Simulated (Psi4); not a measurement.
silicon monosulfide (SSi), singlet, at a GFN2-xTB geometry. Base run: HF/6-31G** (Psi4).

Here is a job for Psi4.
```
memory 2 GB

molecule {
0 1
  Si   -0.00000000   -0.00000000   -1.06660351
  S     0.00000000    0.00000000    0.93327807
}

set basis 6-31g**
set stability_analysis check
set scf_type pk

energy('scf')
print_variables()
```

The bond that is stretched is that between atoms 1 and 2. A test that says stable can miss a lower solution.

The base run was repeated with changes; each row names its change, and settings that it needs were set with it.

```json
[
 {"change": "base", "ΔE vs base (eV)": "0.00", "<S^2>": "0.000", "outcome": "converged"},
 {"change": "stability_analysis = follow; reference = uhf", "ΔE vs base (eV)": "0.00", "<S^2>": "0.000", "outcome": "converged"},
 {"change": "bond × 1.25", "ΔE vs base (eV)": "2.79", "<S^2>": "0.000", "outcome": "converged"},
 {"change": "stability_analysis = follow; reference = uhf; bond × 1.25", "ΔE vs base (eV)": "-", "<S^2>": "-", "outcome": "not converged"},
 {"change": "bond × 1.5", "ΔE vs base (eV)": "5.39", "<S^2>": "0.000", "outcome": "converged"},
 {"change": "stability_analysis = follow; reference = uhf; bond × 1.5", "ΔE vs base (eV)": "-", "<S^2>": "-", "outcome": "not converged"},
 {"change": "bond × 1.8", "ΔE vs base (eV)": "6.65", "<S^2>": "0.000", "outcome": "converged"},
 {"change": "stability_analysis = follow; reference = uhf; bond × 1.8", "ΔE vs base (eV)": "-", "<S^2>": "-", "outcome": "not converged"},
 {"change": "bond × 2.2", "ΔE vs base (eV)": "11.29", "<S^2>": "0.000", "outcome": "converged"},
 {"change": "stability_analysis = follow; reference = uhf; bond × 2.2", "ΔE vs base (eV)": "3.48", "<S^2>": "2.012", "outcome": "converged"},
 {"change": "bond × 3.0", "ΔE vs base (eV)": "12.38", "<S^2>": "0.000", "outcome": "converged"},
 {"change": "stability_analysis = follow; reference = uhf; bond × 3.0", "ΔE vs base (eV)": "3.52", "<S^2>": "2.012", "outcome": "converged"}
]
```

Psi4 reported an instability in these rows: stability_analysis = follow; reference = uhf; bond × 1.25; stability_analysis = follow; reference = uhf; bond × 1.5; stability_analysis = follow; reference = uhf; bond × 1.8; stability_analysis = follow; reference = uhf; bond × 2.2; stability_analysis = follow; reference = uhf; bond × 3.0 (restricted rows aren't judged here).

Where a bond breaks into two radicals, a solution with restricted orbitals usually stops being the lowest and lies too high; an unrestricted one lies lower at the price of spin contamination, which <S^2> shows.
